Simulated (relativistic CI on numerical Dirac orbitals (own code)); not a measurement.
Calculated levels, Ce XL

Calculated at this level of theory: Dirac-Coulomb-Breit CI, separate exchange-only KLI orbitals for each configuration, model QED (radiative potential, 1s self-energy scaled to tabulated hydrogen-like ionisation energies), unscaled Slater integrals (own radial code, finite nucleus).

CI space (outside the closed core [Ne]): 3s²3p⁶3d, 3s²3p⁵3d², 3s3p⁶3d², 3s²3p⁶4s, 3s²3p⁶4p, 3s²3p⁶4d, 3s²3p⁵3d4s, 3s²3p⁶4f, 3s²3p⁵3d4p, 3s²3p⁵3d4d, 3s3p⁶3d4s, 3p⁶3d²4p, 3s²3p⁵3d4f, 3s3p⁶3d4p, 3s3p⁶3d4d, 3s²3p⁶5s, 3s²3p⁶5p, 3s3p⁶3d4f, 3s²3p⁶5d, 3s²3p⁶5f, 3s²3p⁶5g, 3p⁶3d³, 3p⁵3d⁴, 3p⁵3d³4s, 3p⁶3d²4s, 3p⁵3d²4s², 3p⁶3d²4d, 3p⁵3d³4d, 3p⁵3d²4s4d. Double excitations out of closed p, d and f shells are left out; levels of such configurations are missing from the list, as are those of other unlisted configurations, and high levels can miss mixing partners. These lack a partner that the ground configuration has and come out too high: 3s²3p⁵3d4p, 3s²3p⁵3d4f.

The lowest level is 3s²3p⁶3d ²D3/2, with 100 % of that term; Hund's rules for 3s²3p⁶3d give ²D with J = 3/2, in agreement.

```csv
No.,Configuration,Term,J,E (eV),%,Landé g,Lifetime (s)
1,3s²3p⁶3d,²D,3/2,0.000,100,0.792,
2,3s²3p⁶3d,²D,5/2,24.015,100,1.194,1.28e-05
3,3s²3p⁵3d²,⁴D°,1/2,181.490,90,0.080,7.81e-10
4,3s²3p⁵3d²,⁴D°,3/2,182.330,53,1.001,1.60e-09
5,3s²3p⁵3d²,⁴F°,5/2,187.456,38,1.029,1.16e-09
6,3s²3p⁵3d²,⁴G°,7/2,190.455,37,1.013,2.14e-07
7,3s²3p⁵3d²,⁴D°,5/2,203.092,49,1.261,1.39e-08
8,3s²3p⁵3d²,⁴P°,3/2,203.930,35,1.368,9.79e-10
9,3s²3p⁵3d²,⁴G°,9/2,206.859,72,1.175,1.88e-05
10,3s²3p⁵3d²,⁴D°,7/2,207.838,45,1.285,4.39e-10
11,3s²3p⁵3d²,⁴D°,3/2,211.090,37,1.055,1.26e-10
12,3s²3p⁵3d²,⁴P°,5/2,212.674,46,1.252,9.43e-10
13,3s²3p⁵3d²,⁴G°,11/2,213.784,56,1.186,4.51e-04
14,3s²3p⁵3d²,²G°,7/2,215.743,42,1.079,2.68e-08
15,3s²3p⁵3d²,⁴P°,1/2,220.132,37,1.651,1.80e-07
16,3s²3p⁵3d²,²F°,7/2,223.254,43,1.178,1.66e-09
17,3s²3p⁵3d²,⁴D°,5/2,224.882,42,1.227,2.14e-10
18,3s²3p⁵3d²,²G°,9/2,226.076,47,1.170,3.55e-05
19,3s²3p⁵3d²,²D°,3/2,227.001,30,1.339,8.61e-10
20,3s²3p⁵3d²,²H°,11/2,233.304,56,1.164,8.83e-06
21,3s²3p⁵3d²,²D°,5/2,236.889,52,1.207,3.68e-10
22,3s²3p⁵3d²,²D°,3/2,238.551,38,0.851,4.35e-12
23,3s²3p⁵3d²,²G°,9/2,241.830,54,1.117,5.82e-06
24,3s²3p⁵3d²,²F°,7/2,241.862,52,1.221,2.51e-11
25,3s²3p⁵3d²,²P°,1/2,244.765,65,1.146,1.42e-11
26,3s²3p⁵3d²,²F°,5/2,245.425,75,0.836,2.37e-12
27,3s²3p⁵3d²,²P°,1/2,254.256,52,0.731,2.45e-12
28,3s²3p⁵3d²,²G°,7/2,259.917,37,1.121,6.45e-12
29,3s²3p⁵3d²,²P°,3/2,264.906,52,1.262,3.69e-11
30,3s²3p⁵3d²,²D°,5/2,268.766,35,1.153,2.46e-12
```

Energies count from the lowest computed level; ° marks odd parity; lifetimes are radiative, by E1, M1, E2, M2, E3 decay to levels of this space only.

The mean weight of the leading LS term, summed over parents, in these 30 levels is 52 %, and that of the leading jj configuration (from the same eigenvectors) 89 %, so jj coupling describes them better and the LS labels are nominal.

At this charge energies of transitions that change n are usually good to better than 1 %, and those within a shell (Δn = 0) to a few per cent.

LS names give the leading component of a level, which can be under half, so a name can repeat, a term be missing and a line seem to break the LS rules.
